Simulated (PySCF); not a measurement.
Z-matrix (Å, degrees):
```
Sn
O 1 1.9657
C 2 1.4064 1 121.22
H 3 1.1025 2 108.01 1 166.03
H 3 1.1048 4 107.84 2 122.38
H 3 1.1060 4 107.60 5 116.24
O 1 1.9657 2 105.91 3 -165.14
C 7 1.4064 1 121.23 2 40.49
H 8 1.1025 7 108.01 1 -166.09
H 8 1.1048 9 107.84 7 -122.38
H 8 1.1060 9 107.60 10 -116.24
O 1 1.9657 2 105.93 3 -40.42
C 12 1.4063 1 121.23 2 165.18
H 13 1.1025 12 108.01 1 -166.07
H 13 1.1048 14 107.84 12 -122.37
H 13 1.1060 14 107.60 15 -116.24
O 1 1.9658 2 116.85 3 77.25
C 17 1.4064 1 121.25 2 77.19
H 18 1.1025 17 108.01 1 166.06
H 18 1.1048 19 107.84 17 122.38
H 18 1.1060 19 107.60 20 116.24
```
Charge 0, multiplicity 1.

Problem. Estimate the HOMO–LUMO gap, total energy and LUMO that PySCF with PBE-D3(BJ)/def2-TZVP // PBE0-D4/def2-SVP returns for this input.

Solution. 
```
Quantity             Result
-------------  ------------
HOMO–LUMO gap       3.69 eV
total energy   -674.5178 Ha
LUMO               -2.65 eV
```
